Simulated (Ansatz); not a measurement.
Two shapes of singlet ZnCl₂.

Shape 1:

```xyz
3

Cl    0.0000    0.0000   -2.0970
Zn    0.0000    0.0000    0.0000
Cl    0.0000    0.0000    2.0970
```

Shape 2:

```xyz
3

Cl    0.0000    0.0000   -2.2648
Zn    0.0000    0.0000    0.0000
Cl    0.0000    0.0000    2.2648
```

Basis set: cc-pVDZ (spherical functions). Correlated methods keep 15 orbitals frozen. Charge 0, multiplicity 1.

Computed with Ansatz (development build ahead of 0.2.0); each method stands on the lowest determinant of its kind that the runs found.

Problem. Which shape is lower in energy, and by how much in each method?

Solution.

```
 method  E(2) − E(1) (eV)
    RHF             0.242
RHF-MP2             0.463
```

Shape 1 is lower.
